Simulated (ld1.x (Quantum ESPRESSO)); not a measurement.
**PBE ultrasoft dataset for carbon (C), non-relativistic all-electron reference.**

- Element: carbon (C)
- Generator: ld1.x (Quantum ESPRESSO) 7.5
- Type: ultrasoft
- Functional: PBE
- Relativity: non-relativistic
- Frozen core: [He]
- Valence charge: 4
- Reference configuration: 2s1.75 2p2.25
- Partial waves: 2s (bound): rcut 0.90, rcutus 1.05 bohr; 2s channel at 3.65 Ry: rcut 0.90, rcutus 1.05 bohr; 2p (bound): rcut 1.90, rcutus 2.60 bohr; 2p channel at 2.95 Ry: rcut 1.90, rcutus 2.60 bohr
- Local potential: all-electron potential smoothed inside 0.85 bohr (lloc = -1)
- Core correction: a·sin(br)/r model core inside 0.80 bohr
- Augmentation charge: built from norm-conserving waves at rcut, not smoothed further

All-electron outer shells of the reference configuration (PBE, non-relativistic, ld1.x):

```json
{"shell": "2s", "level (eV)": "-13.86", "outermost node (bohr)": "0.38", "outermost maximum (bohr)": "1.22"}
{"shell": "2p", "level (eV)": "-5.40", "outermost node (bohr)": "–", "outermost maximum (bohr)": "1.20"}
```

Task: Does the generator finish with these settings?

Result: Yes, a potential is produced and its reference levels are reproduced.

Task: Is the overlap operator S = 1 + Σ q|β⟩⟨β| positive definite (Bessel basis up to 400 Ry)?

Result: Yes: its lowest eigenvalue is 0.38 (s channel).

Task: Tests: 2s2 2p2; 2s2 2p1; 2s2 2p0; 2s2 2p2.3; 2s1 2p0; 2s1 2p3; 2s2 2p1.5. Which has the largest error in its energy relative to the reference configuration, and how large is it?

Result: 2s1 2p0, with +497 meV (all-electron minus pseudo) on +81.08 eV.

A Bessel basis up to 400 Ry misses an occupied level by 0.42 Ry, so cutoffs and ghosts were not judged.
